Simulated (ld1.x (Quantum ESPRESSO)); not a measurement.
**Building the RRKJ potential for As (PW91, non-relativistic).**

The input file (ld1.x (Quantum ESPRESSO) 7.5):

```
&input
   title='As', zed=33., rel=0, dft='PW91', iswitch=3,
   config='[Ar] 3d10 4s1 4p4',
   nld=3, rlderiv=1.05, eminld=-16.0, emaxld=5.0, deld=0.04
 /
 &inputp
   pseudotype=2, tm=.false., rho0=0.01, lloc=2,
   nlcc=.true., new_core_ps=.true., rcore=0.55,
   file_pseudopw='As.UPF', file_wfcaegen='ae.wfc', file_wfcncgen='nc.wfc', file_beta='beta', file_chi='chi'
 /
3
3S  1  0   2.00   0.00  0.95  0.95  0.0
3P  2  1   6.00   0.00  0.95  0.95  0.0
3D  3  2  10.00   0.00  0.60  0.60  0.0
 &test
   configts(1)='3s2 3p6 3d10 4s1 4p4'
 /
```

Command:

```bash
ld1.x < As.in > As.out
```

The program printed (shortened: banner, matrices, multipoles, cross overlaps and the repeated all-electron block are left out):

```
[... start of the log left out ...]
      Wfc   3S  rcut= 0.955  Estimated cut-off energy=       58.80 Ry
      Using 4 Bessel functions for this wfc, rho(0) = 0.010
      This function has    0 nodes for 0 < r <    0.955

      Wfc   3P  rcut= 0.955  Estimated cut-off energy=      200.17 Ry
      This function has    0 nodes for 0 < r <    0.955

       Warning: n=2, l=0 expected 1 nodes, found 2
       Setting wfc to zero for this iteration
       (This warning will only be printed once per wavefunction)

     ------------------- End of pseudopotential generation -------------------

     Computing logarithmic derivative in   1.04840

       Warning: n=1, l=0 expected 0 nodes, found 1
       Setting wfc to zero for this iteration
       (This warning will only be printed once per wavefunction)

       Warning: n=2, l=1 expected 0 nodes, found 1
       Setting wfc to zero for this iteration
       (This warning will only be printed once per wavefunction)

       Warning: n=3, l=2 expected 0 nodes, found 1
       Setting wfc to zero for this iteration
       (This warning will only be printed once per wavefunction)

     [... 2 repeated lines left out ...]
       (This warning will only be printed once per wavefunction)

 %%%%%%%%%%%%%%%%%%%%%%%%%%%%%%%%%%%%%%%%%%%%%%%%%%%%%%%%%%%%%%%%%%%%%%%%%%%%%%
     Error in routine run_pseudo (1):
     Errors in PS-KS equation
 %%%%%%%%%%%%%%%%%%%%%%%%%%%%%%%%%%%%%%%%%%%%%%%%%%%%%%%%%%%%%%%%%%%%%%%%%%%%%%

     stopping ...
```

The run stopped because the pseudo-atom solver did not find the valence states with the expected number of nodes, which is the usual sign of a ghost state.

The run took about 0.73 s on one core of a shared server CPU.
